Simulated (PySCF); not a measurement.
# Electron correlation in Al³⁺ (aluminium, charge +3)

[Ne], closed-shell 1S. Computed with PySCF 2.14 in aug-cc-pwCVDZ (6s5p3d, 36 functions), with the non-relativistic Hamiltonian (point nucleus). Frozen: 1s2; 8 electrons correlated.

| level | correlation energy (mhartree) |
| --- | --- |
| CCSD | -116.86 |
| (T) | -0.93 |
| CCSD(T) | -117.79 |

Diagnostics: T1 = 0.0032, D1 = 0.0051, largest double amplitude 0.017.

Problem. Is a single reference adequate?

Solution. Yes: T1 lies below 0.03 and no double amplitude reaches 0.07.
